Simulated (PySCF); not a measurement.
PySCF input for InFClBr, SMILES [Br][In]([Cl])[F], TDA-CAM-B3LYP/def2-SVPD. The structure is a stationary point at PBE0-D3(BJ)/def2-SVP. The def2 effective core potentials stand for the cores of In; spin–orbit coupling is left out.

```python
import numpy as np
from pyscf import gto, scf, dft, tdscf

mol = gto.M(
    atom='''
    In    0.27939139    0.44535611    0.00000000
    F     2.15931717    0.93599029    0.00000000
    Cl   -1.26250616    2.17517711    0.00000000
    Br   -0.33318366   -1.92069637    0.00000000
    ''',
    basis='def2-SVPD',
    ecp={'In': 'def2-svp'},
    charge=0,
    spin=0,
    symmetry=True,
    max_memory=1600,
    verbose=4,
)
mf = dft.RKS(mol, xc='cam-b3lyp').density_fit(auxbasis='def2-universal-jkfit')
mf.grids.level = 3
mf.conv_tol = 1e-9
mf.max_cycle = 100
mf.kernel()
mf.grids = dft.Grids(mol).set(level=1).build(with_non0tab=True)  # coarser grid for the response kernel
td = tdscf.TDA(mf)
td.singlet = True
td.nstates = 10
td.conv_tol = 1e-4
td.kernel(x0=td.get_init_guess(mf, 15))
td.analyze()
tt = tdscf.TDA(mf)
tt.singlet = False
tt.nstates = 4
tt.conv_tol = 1e-4
tt.kernel(x0=tt.get_init_guess(mf, 9))
tt.analyze(verbose=3)
```

Program output:

```
PySCF version 2.14.0

[INPUT] verbose = 4
[INPUT] num. atoms = 4
[INPUT] num. electrons = 82
[INPUT] charge = 0
[INPUT] spin (= nelec alpha-beta = 2S) = 0
[INPUT] symmetry True subgroup None
[INPUT] Mole.unit = angstrom
[INPUT] Symbol           X                Y                Z      unit          X                Y                Z       unit  Magmom
[INPUT]  1 In     0.279391390000   0.445356110000   0.000000000000 AA    0.527973208662   0.841601075802   0.000000000000 Bohr   0.0
[INPUT]  2 F      2.159317170000   0.935990290000   0.000000000000 AA    4.080518067371   1.768765303352   0.000000000000 Bohr   0.0
[INPUT]  3 Cl    -1.262506160000   2.175177110000   0.000000000000 AA   -2.385790872976   4.110489010323   0.000000000000 Bohr   0.0
[INPUT]  4 Br    -0.333183660000  -1.920696370000   0.000000000000 AA   -0.629625866580  -3.629590107746   0.000000000000 Bohr   0.0

nuclear repulsion = 433.323313030367
point group symmetry = Cs
symmetry origin: [-3.09227905e-09 -1.37434610e-09  0.00000000e+00]
symmetry axis x: [1.00000000e+00 1.87258476e-09 0.00000000e+00]
symmetry axis y: [-1.87258476e-09  1.00000000e+00  0.00000000e+00]
symmetry axis z: [0. 0. 1.]
num. orbitals of irrep A' = 85
num. orbitals of irrep A" = 38
number of shells = 47
number of NR pGTOs = 228
number of NR cGTOs = 123
basis = def2-SVPD
ecp = {'In': 'def2-svp'}


[settings echo left out]
init E= -3301.58926823113
HOMO (A') = -0.660556603913455  LUMO (A') = -0.591143157054027  gap/eV = 1.88884
cycle= 1 E= -3323.17859776723  delta_E= -21.6  |g|= 1.91  |ddm|= 12.9
HOMO (A') = -0.143790691752022  LUMO (A') = -0.0282902792762936  gap/eV = 3.14293
cycle= 2 E= -3323.2124012952  delta_E= -0.0338  |g|= 2.02  |ddm|= 5.78
HOMO (A') = -0.382069941388628  LUMO (A') = -0.0908042057292349  gap/eV = 7.92574
cycle= 3 E= -3324.0175463984  delta_E= -0.805  |g|= 0.316  |ddm|= 1.96
HOMO (A') = -0.384090766402305  LUMO (A') = -0.0940757374772403  gap/eV = 7.89171
cycle= 4 E= -3324.02465628779  delta_E= -0.00711  |g|= 0.245  |ddm|= 0.38
HOMO (A') = -0.387112671333341  LUMO (A') = -0.0915238375541136  gap/eV = 8.04338
cycle= 5 E= -3324.03471959727  delta_E= -0.0101  |g|= 0.0268  |ddm|= 0.184
HOMO (A') = -0.387349377918078  LUMO (A') = -0.0902235234818392  gap/eV = 8.08521
cycle= 6 E= -3324.03482079133  delta_E= -0.000101  |g|= 0.0035  |ddm|= 0.0257
HOMO (A') = -0.387387175559035  LUMO (A') = -0.0901973342032107  gap/eV = 8.08695
cycle= 7 E= -3324.03482890112  delta_E= -8.11e-06  |g|= 0.00135  |ddm|= 0.0127
HOMO (A') = -0.387325255536638  LUMO (A') = -0.0901473776619426  gap/eV = 8.08662
cycle= 8 E= -3324.03482965411  delta_E= -7.53e-07  |g|= 0.000388  |ddm|= 0.00261
HOMO (A') = -0.387257594747832  LUMO (A') = -0.0901630485580753  gap/eV = 8.08435
cycle= 9 E= -3324.034829773  delta_E= -1.19e-07  |g|= 0.000137  |ddm|= 0.00142
HOMO (A') = -0.387294570526207  LUMO (A') = -0.0901729582100472  gap/eV = 8.08509
cycle= 10 E= -3324.03482978527  delta_E= -1.23e-08  |g|= 4.17e-05  |ddm|= 0.000451
HOMO (A') = -0.387283686079318  LUMO (A') = -0.0901659497612144  gap/eV = 8.08499
cycle= 11 E= -3324.03482978639  delta_E= -1.13e-09  |g|= 1.65e-05  |ddm|= 0.000146
HOMO (A') = -0.387284348041026  LUMO (A') = -0.090168155164136  gap/eV = 8.08494
cycle= 12 E= -3324.0348297865  delta_E= -1.07e-10  |g|= 2.59e-06  |ddm|= 3.54e-05
HOMO (A') = -0.387284926513218  LUMO (A') = -0.0901680697552294  gap/eV = 8.08496
Extra cycle  E= -3324.03482978648  delta_E= 1.59e-11  |g|= 2.25e-06  |ddm|= 8.27e-06
converged SCF energy = -3324.03482978648
tot grids = 27040


******** <class 'pyscf.tdscf.rks.TDA'> for <class 'pyscf.df.df_jk.DFSymAdaptedRKS'> ********
nstates = 10 singlet
deg_eia_thresh = 1.000e-03
wfnsym = None
conv_tol = 0.0001
eigh lindep = 1e-12
eigh level_shift = 0
eigh max_cycle = 100


Excitation energies (eV)
[4.73263063 4.81343405 5.26541921 5.41508849 6.12195818 6.20079349
 6.62985679 6.6474615  6.6935638  6.95775392]

** Singlet excitation energies and oscillator strengths **
Excited State   1:   A'      4.73263 eV    261.98 nm  f=0.0187
      41 -> 42        0.69543
Excited State   2:   A"      4.81343 eV    257.58 nm  f=0.0062
      40 -> 42        0.69872
Excited State   3:   A'      5.26542 eV    235.47 nm  f=0.0350
      37 -> 42       -0.12200
      39 -> 42       -0.68066
Excited State   4:   A"      5.41509 eV    228.96 nm  f=0.0174
      38 -> 42        0.69567
Excited State   5:   A'      6.12196 eV    202.52 nm  f=0.0908
      34 -> 42        0.18133
      37 -> 42        0.53425
      40 -> 43        0.39274
Excited State   6:   A"      6.20079 eV    199.95 nm  f=0.0001
      41 -> 43        0.70211
Excited State   7:   A'      6.62986 eV    187.01 nm  f=0.0632
      34 -> 42        0.41078
      36 -> 42       -0.28722
      37 -> 42        0.13863
      40 -> 43       -0.45036
Excited State   8:   A"      6.64746 eV    186.51 nm  f=0.0001
      35 -> 42       -0.12992
      39 -> 43       -0.68946
Excited State   9:   A"      6.69356 eV    185.23 nm  f=0.0245
      35 -> 42       -0.67838
      39 -> 43        0.13086
Excited State  10:   A'      6.95775 eV    178.20 nm  f=0.0031
      34 -> 42        0.33336
      36 -> 42        0.24042
      38 -> 43        0.55431

** Transition electric dipole moments (AU) **
state          X           Y           Z        Dip. S.      Osc.
  1         0.3369     -0.2177      0.0000      0.1609      0.0187
  2        -0.0000     -0.0000      0.2286      0.0522      0.0062
  3        -0.3644     -0.3719      0.0000      0.2711      0.0350
  4         0.0000      0.0000      0.3626      0.1315      0.0174
  5         0.1600     -0.7615     -0.0000      0.6054      0.0908
  6        -0.0000     -0.0000      0.0268      0.0007      0.0001
  7         0.1065     -0.6147      0.0000      0.3892      0.0632
  8        -0.0000     -0.0000     -0.0238      0.0006      0.0001
  9         0.0000     -0.0000      0.3865      0.1494      0.0245
 10        -0.1263      0.0452      0.0000      0.0180      0.0031

WARN: ECP detected. Skipping calculation of transition velocity and magnetic dipole moments, which have not yet been implemented.



******** <class 'pyscf.tdscf.rks.TDA'> for <class 'pyscf.df.df_jk.DFSymAdaptedRKS'> ********
nstates = 4 triplet
deg_eia_thresh = 1.000e-03
wfnsym = None
conv_tol = 0.0001
eigh lindep = 1e-12
eigh level_shift = 0
eigh max_cycle = 100


Excitation energies (eV)
[4.29651946 4.42260783 4.75278987 5.00292057]

** Triplet excitation energies and oscillator strengths **
Excited State   1:   A'      4.29652 eV    288.57 nm  f=0.0000
Excited State   2:   A"      4.42261 eV    280.34 nm  f=0.0000
Excited State   3:   A'      4.75279 eV    260.87 nm  f=0.0000
Excited State   4:   A"      5.00292 eV    247.82 nm  f=0.0000
```

Self-consistency was reached.

Cost: roughly 90 core-seconds.
